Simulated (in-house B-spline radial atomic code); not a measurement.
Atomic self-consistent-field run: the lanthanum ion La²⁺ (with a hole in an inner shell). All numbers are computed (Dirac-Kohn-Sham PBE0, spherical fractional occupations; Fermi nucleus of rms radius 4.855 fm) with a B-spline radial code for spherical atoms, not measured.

In the input, a minus or plus after the letter marks the j = l - 1/2 or j = l + 1/2 subshell.

Command:
```bash
python run_scf.py task.json out
```
Settings (nuclear radius in fm, mass in u):
```
Z                57
configuration    1s2 2s2 2p6 3s2 3p-2 3p+3 3d10 4s2 4p-2 4p+3 4d10 5s2 5p6 5d1 6s2
hamiltonian      dirac
method           pbe0
spin_polarised   False
nucleus          fermi
rms_radius       4.855
atomic_mass      138.90636
speed_of_light   137.035999084
```

Output (hartree, bohr):
```
 radial grid: 81 intervals, B-splines of order 8, outer radius 60 bohr

 iter        energy (Eh)    residual
    1       -8430.850865    6.08e-01
    2       -8440.569916    5.49e-01
    3       -8446.461529    1.04e-01
    4       -8446.784077    2.42e-02
    5       -8446.797458    1.09e-02
    6       -8446.802168    1.21e-03
    7       -8446.802208    2.85e-04
    8       -8446.802210    2.44e-05
    9       -8446.802210    2.26e-06
   10       -8446.802210    1.26e-07

 total energy                     -8446.80221
 kinetic                            9041.4525
 electron-nucleus                 -20451.3026
 Hartree                            3162.0729
 exact exchange                      -48.2949
 exchange-correlation               -150.7301

 first-order corrections (not in the total)
   Gaunt                             7.7031
   retardation                      -0.7968
   frequency dependence             -0.0815
   self-energy                       5.3335
   Uehling                          -0.7753
   Wichmann-Kroll                    0.0201
   recoil                            0.0222

 orbital      occ     eigenvalue          <r>       <r^2>       <1/r>       <r^4>     <1/r^3>       r_max    small
 1s1/2      2.000     -1430.6068    0.0250652 0.000853549     62.0159 1.91785e-06           -     0.01608  4.44e-02
 2s1/2      2.000      -231.3985      0.10689    0.013538     14.6037 0.000316736           -     0.09103  9.63e-03
 2p1/2      2.000      -218.3673    0.0898632  0.00994987     14.5769 0.000200123           -     0.06948  9.66e-03
 2p3/2      4.000      -203.1203    0.0959582   0.0112147     13.2541 0.000247556     6691.42     0.07464  9.10e-03
 3s1/2      2.000       -51.9125     0.283083   0.0916683      5.2914   0.0127223           -      0.2596  2.97e-03
 3p1/2      2.000       -46.4627     0.272772   0.0864326     5.20362   0.0118459           -      0.2463  2.91e-03
 3p3/2      3.000       -43.2553     0.284716   0.0939603     4.87265   0.0139273     1356.59      0.2575  2.75e-03
 3d3/2      4.000       -33.8738     0.255201   0.0767622     4.73671   0.0105785     221.933      0.2071  2.63e-03
 3d5/2      6.000       -33.1980     0.258864   0.0788422     4.65378   0.0111105     202.776      0.2102  2.59e-03
 4s1/2      2.000       -11.8979     0.640097    0.461769     2.22359    0.307782           -      0.5996  9.41e-04
 4p1/2      2.000        -9.8321     0.656777    0.489758     2.12674    0.355123           -       0.608  8.80e-04
 4p3/2      3.000        -9.0734     0.682204    0.528241      2.0198    0.413104     305.828      0.6312  8.31e-04
 4d3/2      4.000        -5.6884     0.725977    0.608691     1.82419      0.5894     42.4336      0.6467  7.01e-04
 4d5/2      6.000        -5.5511     0.734804    0.623421     1.79715    0.618245     38.5019      0.6541  6.87e-04
 5s1/2      2.000        -2.5306       1.4486     2.34616     0.92272     7.87465           -       1.337  2.37e-04
 5p1/2      2.000        -1.8776      1.58302     2.81722    0.836855     11.6608           -       1.436  2.01e-04
 5p3/2      4.000        -1.7527      1.64582     3.04547    0.799441     13.6411      53.753       1.491  1.88e-04
 5d3/2      0.400        -0.7792      2.15761     5.33346    0.601099     45.6267     4.92398       1.832  1.11e-04
 5d5/2      0.600        -0.7650      2.18653     5.47688    0.592346     48.0908     4.43953       1.855  1.08e-04
 6s1/2      2.000        -0.6571      3.35314     12.4893    0.380626     219.198           -       3.097  5.09e-05
```

Cost of the run: 1.9 s on 1 thread of Intel(R) Xeon(R) Platinum 8259CL CPU @ 2.50GHz, on a shared host.

For the Dirac Hamiltonian the kinetic term is c α·p + (β - 1)c².

Caution: exact exchange at fractional occupations of open shells leaves self-interaction of up to several eV.
